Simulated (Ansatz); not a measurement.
Born–Oppenheimer molecular dynamics of H12OSi5 (18 atoms, charge 0, multiplicity 1). It starts from a relaxed structure.

Theory: RKS r2SCAN-D4/STO-3G (Ansatz).

```
ensemble        : NVT, Langevin thermostat
time step       : 0.5 fs
steps asked     : 197
set temperature : 400 K
friction        : 0.01 /fs
masses          : H 2.014 u
seed            : 999965
```

First frame:

```xyz
18
Properties=species:S:1:pos:R:3
Si 0.002 -0.124 0.058
O 0.082 -0.338 1.772
Si -1.420 -0.316 2.580
H -2.360 -1.278 2.028
H -1.147 -0.646 3.961
H -2.048 0.993 2.515
Si 2.171 -0.059 -0.597
H 2.866 -1.289 -0.288
H 2.250 0.138 -2.028
H 2.889 1.028 0.031
Si -1.021 1.817 -0.553
H -2.458 1.755 -0.396
H -0.543 2.949 0.211
H -0.753 2.088 -1.949
Si -1.049 -1.870 -0.963
H -0.970 -3.079 -0.172
H -2.450 -1.602 -1.209
H -0.434 -2.149 -2.242
```

Q: How far do the bonds stretch over the last three quarters of this one trajectory? (Pairs bonded in most of those frames.)

A: 
```tsv
bond	mean (Å)	spread (Å)	shortest	longest
Si1–O2	1.727	0.029	1.63	1.77
Si1–Si7	2.255	0.020	2.22	2.29
Si1–Si11	2.287	0.024	2.24	2.32
Si1–Si15	2.275	0.060	2.21	2.38
O2–Si3	1.703	0.033	1.65	1.77
Si3–H4	1.463	0.045	1.39	1.54
Si3–H5	1.450	0.031	1.39	1.50
Si3–H6	1.461	0.017	1.43	1.50
Si7–H8	1.451	0.039	1.38	1.51
Si7–H9	1.449	0.057	1.35	1.55
Si7–H10	1.453	0.049	1.37	1.53
Si11–H12	1.450	0.043	1.38	1.53
Si11–H13	1.448	0.016	1.42	1.48
Si11–H14	1.452	0.026	1.40	1.50
Si15–H16	1.446	0.023	1.39	1.49
Si15–H17	1.453	0.036	1.37	1.51
Si15–H18	1.453	0.043	1.39	1.53
```

Mean temperature of the second half: 374 K. A run of 0.099 ps of so small a system gives no equilibrium averages. Limits of this set-up: minimal basis.

Time of the run: 53 min on 1 thread of Intel(R) Xeon(R) Processor @ 2.50GHz (Skylake/Cascade Lake) (shared host), peak memory 0.18 GiB.
